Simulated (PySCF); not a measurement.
GaCl2I, SMILES [Cl][Ga]([Cl])[I].

Geometry: B3LYP-D3(BJ)/def2-SVP. The def2 effective core potentials stand for the cores of I; spin–orbit coupling is left out.

Two levels are set side by side: PBE/def2-TZVP (PySCF) and M06-2X/def2-TZVP (PySCF). Same geometry, gas phase. Differences are taken from unrounded values.

```csv
quantity,M06-2X,PBE,PBE minus M06-2X
orbital gap (eV),7.96,3.87,-4.09
highest occupied level (eV),-9.46,-7.12,2.35
lowest empty level (eV),-1.51,-3.25,-1.74
dipole moment (D),0.97,1.02,0.05
mean polarisability (bohr³),80.7,86.3,5.6
```

PBE's occupied levels lie high since its potential decays too fast outside the molecule; exact exchange lowers them and widens the gap. PBE's more diffuse valence density responds more strongly to a field. Differences between two approximate levels are no errors against the true value.

Rough cost on one machine, each run with all the roots and properties that it gave: M06-2X against PBE about 2 times.
